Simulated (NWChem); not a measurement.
Molecule: SiH$_{3}$OBr; SMILES O[SiH2]Br

```xyz
6

Si    -0.5115    -1.0678    -0.0176
O      0.8179    -2.0452    -0.1050
Br     0.0583     1.0899    -0.0340
H     -1.3164    -1.3486    -1.2287
H     -1.2823    -1.2741     1.2402
H      1.4637    -1.9888     0.6060
```
Atoms are numbered in this order, from 1.

All runs: NWChem. Pople sets run with spherical d functions. Geometry: optimised at PBE0/def2-SVP. Level: PBE/6-31G* with SMD (1 M gas to 1 M solution), gas-phase geometry. Reactions with the solvent are ignored.

```tsv
solvent	dielectric constant	solvation free energy (kcal/mol)	cavity-dispersion-structure term (kcal/mol)	dipole in solution (D)
water	78.4	-4.4	1.3	2.11
ethylene glycol	40.2	-5.1	___	2.11
2-propanol	19.3	-6.7	-1.6	2.10
acetonitrile	35.7	-5.2	-1.6	2.08
```

Task: What belongs in the gaps?

Result: 
- ethylene glycol, cavity-dispersion-structure term (kcal/mol): 0.6
